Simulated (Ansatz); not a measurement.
Computed with frozen-core CCSD(T)/def2-TZVPP // PBE0-D3(BJ)/def2-TZVP run with Ansatz (a first-principles code).

Ansatz 0.2 input:
```yaml
crystal:
  periodic: [false, false, false]
  atoms:
    - { symbol: I, position_ang: [-1.25665, -2.104243, 0.000702] }
    - { symbol: Al, position_ang: [-0.002426, 0.000568, 0.000055] }
    - { symbol: I, position_ang: [-1.199803, 2.138248, -0.000082] }
    - { symbol: I, position_ang: [2.447512, -0.032221, -0.000653] }
basis:
  gaussian: { orbitals: def2-TZVPP }
correlation:
  method: ccsd_t
```

Output:

```
Functional definition: HF
1696 factors; integrals over basis functions are off by at most 6.2e-4 eV
mean field evaluation 1: about -30804.9502 eV, gradient 1.6e1 eV
mean field evaluation 2: about -30805.1160 eV, gradient 1.6e1 eV
mean field evaluation 4: about -30806.2072 eV, gradient 2.1e0 eV
mean field evaluation 8: about -30806.2422 eV, gradient 1.2e-1 eV
mean field evaluation 16: about -30804.9502 eV, gradient 1.6e1 eV
mean field -30806.24234552 eV, -1132.1085249769 hartree, gradient 1.6e-6 eV, S^2 0.000000; 0 other end points of the search recorded, 0 dependent functions left out
17 core orbitals not correlated
reference -30806.24234552 eV, -1132.1085249769 hartree; 27, 27 occupied and 148, 148 virtual orbitals, 1696 factors
second order -42.20052278 eV of doubles, -0.00000000 eV of singles
cycle   1  -38.82043957 eV  change     3.4e0 eV  update   1.2e-1
cycle   2  -39.75748832 eV  change   -9.4e-1 eV  update   3.0e-2
cycle   3  -39.84657182 eV  change   -8.9e-2 eV  update   1.3e-2
cycle   4  -39.80385503 eV  change    4.3e-2 eV  update   3.3e-3
cycle   5  -39.80371379 eV  change    1.4e-4 eV  update   1.8e-3
cycle   6  -39.80517050 eV  change   -1.5e-3 eV  update   3.6e-4
cycle   7  -39.80471664 eV  change    4.5e-4 eV  update   1.3e-4
cycle   8  -39.80460920 eV  change    1.1e-4 eV  update   3.8e-5
cycle   9  -39.80465745 eV  change   -4.8e-5 eV  update   1.5e-5
perturbative correction -0.94712838 eV, -0.0348063261 hartree
Total energy: -30846.99413136 eV, -1133.6061254838 hartree
```

Cost: around 2.4 core-minutes (rough).
